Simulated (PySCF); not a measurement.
A structure optimised at ωB97X-D3(BJ)/def2-SVP, used in a PySCF frequency run:

```xyz
6

B      0.4560     0.5847     0.0000
Cl    -0.7320     1.9029     0.0000
O      1.7793     0.8435     0.0000
H      1.9822     1.7875     0.0000
Se    -0.2112    -1.2346     0.0000
H      1.1267    -1.8339     0.0000
```
Charge 0, spin multiplicity 1.

Question: Write its SMILES, formula and point group.

Answer: OB(Cl)[SeH], BClH2OSe, Cs

Question: What are its rotational constants (standard atomic weights)?

Answer: 6.2863, 1.8739, 1.4436 GHz
